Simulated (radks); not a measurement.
Results of a calculation; reference values are marked as such.
Numerical settings for the xenon ion Xe6+, [Kr] 4d10 5s2. Code: a radial shooting solver on a logarithmic mesh with Libxc functionals. Model: scalar-relativistic Kohn-Sham, r2SCAN, spin-polarised, spherical densities, finite nucleus; meta-GGA in the generalised Kohn-Sham scheme; Fermi nuclear charge, rms radius 4.7859 fm. The defaults (mesh step 0.008 in ln r, mesh end at 40 bohr or more with all orbitals vanishing there, Anderson mixing 0.5 over 9 steps, residual threshold near 1e-9 with the energy settled to 1e-9 hartree or 1e-11 of itself, here a cap of 98 iterations) give E = -7439.669 hartree and 5s at -86.152 eV in 12 iterations. Run on one thread of a shared host, so times are rough (Intel(R) Xeon(R) 6975P-C): 0.16 s of CPU time, 0.16 s wall, 12 iterations on 2189 mesh points. Changes against that run (0 stands for a change within the tolerance of the run):

[
 {"setting": "mesh step in ln r 0.003", "iterations": "15", "converged": "yes", "E (mhartree)": "0", "e(5s) (meV)": "+0.00363", "CPU (s)": "0.5"},
 {"setting": "mesh step in ln r 0.2", "iterations": "98", "converged": "no", "E (mhartree)": "diverged", "e(5s) (meV)": "-", "CPU (s)": "0.29"},
 {"setting": "mesh step in ln r 0.012", "iterations": "11", "converged": "yes", "E (mhartree)": "0", "e(5s) (meV)": "-0.00677", "CPU (s)": "0.11"},
 {"setting": "mesh end (bohr) 20", "iterations": "12", "converged": "yes", "E (mhartree)": "0", "e(5s) (meV)": "0", "CPU (s)": "0.16"},
 {"setting": "mesh end (bohr) 8", "iterations": "12", "converged": "yes", "E (mhartree)": "0", "e(5s) (meV)": "0", "CPU (s)": "0.16"},
 {"setting": "residual threshold 1e-05", "iterations": "10", "converged": "yes", "E (mhartree)": "0", "e(5s) (meV)": "+0.0742", "CPU (s)": "0.13"},
 {"setting": "residual threshold 0.1", "iterations": "10", "converged": "yes", "E (mhartree)": "0", "e(5s) (meV)": "+0.0742", "CPU (s)": "0.13"},
 {"setting": "mixing 1.5", "iterations": "12", "converged": "yes", "E (mhartree)": "0", "e(5s) (meV)": "+0.0182", "CPU (s)": "0.15"},
 {"setting": "linear mixing, mixing 0.5", "iterations": "22", "converged": "yes", "E (mhartree)": "0", "e(5s) (meV)": "+0.048", "CPU (s)": "0.26"},
 {"setting": "linear mixing, mixing 1", "iterations": "23", "converged": "no", "E (mhartree)": "diverged", "e(5s) (meV)": "-", "CPU (s)": "0.32"},
 {"setting": "mixing history 20", "iterations": "12", "converged": "yes", "E (mhartree)": "0", "e(5s) (meV)": "+0.00288", "CPU (s)": "0.15"},
 {"setting": "iteration cap 2", "iterations": "2", "converged": "no", "E (mhartree)": "+6.16e+03", "e(5s) (meV)": "-3.48e+04", "CPU (s)": "0.03"}
]

No run marked as converged misses the energy by more than 1 mhartree. A mesh that ends early acts as a hard wall.
